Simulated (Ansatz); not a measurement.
A CCSD(T) single point on C₂H₉AlOSi (`C[SiH2][Al]([CH3])[OH]`).

```yaml
crystal:
  periodic: [false, false, false]
  atoms:
    - {symbol: C, position_ang: [-1.533897, -0.331087, 1.750147]}
    - {symbol: Si, position_ang: [0.310156, -0.024169, 1.503811]}
    - {symbol: Al, position_ang: [0.969052, 0.251369, -0.854063]}
    - {symbol: C, position_ang: [-0.206394, -0.054624, -2.375210]}
    - {symbol: O, position_ang: [2.561976, 0.736420, -1.215614]}
    - {symbol: H, position_ang: [-2.121975, 0.507180, 1.369836]}
    - {symbol: H, position_ang: [-1.852027, -1.230565, 1.218283]}
    - {symbol: H, position_ang: [-1.771055, -0.460018, 2.808319]}
    - {symbol: H, position_ang: [1.071234, -1.162300, 2.108140]}
    - {symbol: H, position_ang: [0.711206, 1.179983, 2.296033]}
    - {symbol: H, position_ang: [-0.590349, -1.080238, -2.377713]}
    - {symbol: H, position_ang: [0.305100, 0.118255, -3.325175]}
    - {symbol: H, position_ang: [-1.081266, 0.603013, -2.335989]}
    - {symbol: H, position_ang: [3.215338, 0.917581, -0.542006]}
basis:
  gaussian: {orbitals: def2-TZVPP}
correlation: {method: ccsd_t}
output: {orbitals: {seedname: orbitals}}
```

```sh
$ ansatz run in.yaml --threads 4 --pin off --events-out ev --progress --plain --max-ram 10444MiB
```

Output of Ansatz, abridged:

```
Functional definition: HF
1749 factors; integrals over basis functions are off by at most 1.2e-3 eV
mean field evaluation 1: about -18683.7742 eV, gradient 5.2e1 eV
mean field evaluation 2: about -18683.9422 eV, gradient 5.2e1 eV
mean field evaluation 4: about -18689.9214 eV, gradient 4.9e0 eV
mean field evaluation 8: about -18690.0261 eV, gradient 2.8e-1 eV
mean field evaluation 16: about -18690.0269 eV, gradient 2.8e-6 eV
mean field -18690.02690751 eV, -686.8458202958 hartree, gradient 2.8e-6 eV, S^2 0.000000; 0 other end points of the search recorded, 0 dependent functions left out
13 core orbitals not correlated: weight in the atoms' cores, before any rotation towards them, 1.000 or more for the frozen orbitals, at most 0.000 for the correlated occupied ones
reference -18690.02690751 eV, -686.8458202958 hartree; 15, 15 occupied and 275, 275 virtual orbitals, 1749 factors
second order -21.91290286 eV of doubles, -0.00000000 eV of singles
cycle   1  -22.79647114 eV  change   -8.8e-1 eV  update   1.0e-1
cycle   2  -23.34723535 eV  change   -5.5e-1 eV  update   3.1e-2
cycle   3  -23.46680124 eV  change   -1.2e-1 eV  update   1.7e-2
cycle   4  -23.45957895 eV  change    7.2e-3 eV  update   4.2e-3
cycle   5  -23.45763424 eV  change    1.9e-3 eV  update   2.0e-3
cycle   6  -23.45782413 eV  change   -1.9e-4 eV  update   5.9e-4
cycle   7  -23.45753988 eV  change    2.8e-4 eV  update   2.2e-4
cycle   8  -23.45751221 eV  change    2.8e-5 eV  update   6.6e-5
cycle   9  -23.45753545 eV  change   -2.3e-5 eV  update   2.5e-5
perturbative correction -0.85937101 eV, -0.0315813022 hartree
Total energy: -18714.34381397 eV, -687.7394501257 hartree
```

It took 8.5 min on 4 threads of an Intel Xeon Platinum 8259CL on a shared host, with 3.8 GiB of host memory at the peak.

The correlation energy is -24.317 eV, 3.5 % of it from (T); the T1 diagnostic reads 0.0120.
